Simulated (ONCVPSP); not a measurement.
## Building the ONCV potential for C (LDA (Perdew-Wang 92), scalar-relativistic).

carbon (C), optimised norm-conserving Vanderbilt (ONCV), made with ONCVPSP 4.0.1 (LDA (Perdew-Wang 92), scalar-relativistic). Core [He], reference 2s2 2p2. Waves: 2s: rc 1.15 bohr, ncon 3, nbas 7, qcut 6.9 1/bohr, 2 projectors, debl 4 Ha; 2p: rc 3.20 bohr, ncon 4, nbas 9, qcut 5.2 1/bohr, 2 projectors, debl 3.2 Ha. Local part: polynomial inside 1.05 bohr (lpopt 3, dvloc0 0 Ha). Core correction: Teter function, fcfact 5.25, rcfact 1.2.

All-electron outer shells of the reference configuration (LDA (PZ), scalar-relativistic, ld1.x):

```tsv
shell	level (eV)	outermost node (bohr)	outermost maximum (bohr)
1s	-270.81	–	0.18
2s	-13.64	0.38	1.22
2p	-5.42	–	1.19
```

**Question.** Estimate the cutoffs (Ha) at which the residual kinetic energy of the hardest occupied pseudo-wave falls to 1 and 0.1 mHa per electron.

**Answer.** 18 Ha and 23 Ha.

**Question.** Does the potential have ghost states?

**Answer.** No bound ghost flagged; no localised positive-energy state flagged.

**Question.** Which valence shell sets the plane-wave cutoff?

**Answer.** 2s: 18 Ha for 1 mHa per electron, against 8 Ha for 2p.

**Question.** Tests: 2s2 2p1; 2s2 2p0; 2s1 2p0; 2s2 2p1.5. Which has the largest error in its energy relative to the reference configuration, and how large is it?

**Answer.** 2s1 2p0, with +2422 meV (all-electron minus pseudo) on +83.21 eV.
